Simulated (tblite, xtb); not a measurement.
CH4OZn, charge -1, doublet, geometry from GFN2-xTB (such geometries of metal compounds can be far from the true shape) (a state made from the parent by changing its charge; the spin is typed, not shown lowest). Base run: GFN1-xTB in xtb.

Geometry (Å):
```xyz
7

Zn     0.0286     0.1307     0.4645
C     -0.2193     1.4788    -1.4536
H     -0.9812     2.2636    -1.3615
H     -0.5128     0.8441    -2.2924
H      0.7130     1.9801    -1.7408
O      0.1261    -1.9028    -0.0442
H      0.2299    -2.6596     0.5336
```
Charge -1, spin multiplicity 2.
All else is at xtb's defaults.
Base energy -9.91343 Eh.

Programs used: tblite, xtb; a row that names a program was run with it.

Variants of this job, named by their change:

```csv
change,ΔE vs base (kcal/mol),SCF cycles
base,0.000,10
file = coord,0.000,10
"program = tblite; method = gfn1; option = (--efield, 0,0,0.1)",-1.30,-
"program = tblite; method = gfn1; option = (--alpb, water)",-61.17,-
acc = 0.1,0.000,11
etemp = 10000,-16.89,10
alpb = acetone,-57.87,9
acc = 1000,0.000,6
```

ALPB and GBSA are two models with their own fitted parameters for each solvent, which aren't always the measured dielectric constant.
